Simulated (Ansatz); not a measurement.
A CCSD(T) single point on `B[O][Al]([OH])[F]`.

```yaml
crystal:
  periodic: [false, false, false]
  atoms:
    - {symbol: B, position_ang: [-0.239153, 1.927830, 0.039369]}
    - {symbol: O, position_ang: [-0.056447, 0.616609, -0.135170]}
    - {symbol: Al, position_ang: [0.146774, -1.023319, -0.333481]}
    - {symbol: O, position_ang: [0.269388, -2.005761, 1.020448]}
    - {symbol: F, position_ang: [0.223503, -1.635891, -1.853125]}
    - {symbol: H, position_ang: [-1.358132, 2.363445, 0.117182]}
    - {symbol: H, position_ang: [0.718242, 2.652692, 0.114435]}
    - {symbol: H, position_ang: [0.388025, -2.952705, 0.974542]}
basis:
  gaussian: {orbitals: def2-SVP}
correlation: {method: ccsd_t}
```

```sh
$ ansatz run in.yaml --threads 2 --pin off --events-out ev --progress --plain --max-ram 4352MiB
```

The program prints (abridged):

```
Functional definition: HF
838 factors; integrals over basis functions are off by at most 1.2e-3 eV
mean field evaluation 1: about -14075.7356 eV, gradient 5.1e1 eV
mean field evaluation 2: about -14075.7891 eV, gradient 5.1e1 eV
mean field evaluation 4: about -14080.5171 eV, gradient 2.6e0 eV
mean field evaluation 8: about -14080.5545 eV, gradient 2.6e-1 eV
mean field -14080.55475322 eV, -517.4508430381 hartree, gradient 2.1e-6 eV, S^2 0.000000; 0 other end points of the search recorded, 0 dependent functions left out
9 core orbitals not correlated: weight in the atoms' cores, before any rotation towards them, 1.000 or more for the frozen orbitals, at most 0.000 for the correlated occupied ones
reference -14080.55475322 eV, -517.4508430381 hartree; 14, 14 occupied and 66, 66 virtual orbitals, 838 factors
second order -18.88324928 eV of doubles, -0.00000000 eV of singles
cycle   1  -19.00613220 eV  change   -1.2e-1 eV  update   1.0e-1
cycle   2  -19.43334123 eV  change   -4.3e-1 eV  update   2.9e-2
cycle   3  -19.56151980 eV  change   -1.3e-1 eV  update   1.7e-2
cycle   4  -19.55196288 eV  change    9.6e-3 eV  update   3.9e-3
cycle   5  -19.54901601 eV  change    2.9e-3 eV  update   1.6e-3
cycle   6  -19.54965617 eV  change   -6.4e-4 eV  update   5.3e-4
cycle   7  -19.54949047 eV  change    1.7e-4 eV  update   1.6e-4
cycle   8  -19.54941507 eV  change    7.5e-5 eV  update   5.5e-5
cycle   9  -19.54942913 eV  change   -1.4e-5 eV  update   2.2e-5
perturbative correction -0.36532013 eV, -0.0134252670 hartree
Total energy: -14100.46950248 eV, -518.1826965746 hartree
```

It took 4.2 s on 2 threads of an Arm Neoverse V1 on a shared host, with 0.42 GiB of host memory at the peak.

MP2 recovers 94.8 % of the CCSD(T) correlation energy and the triples give 1.8 %; T1 = 0.0142.
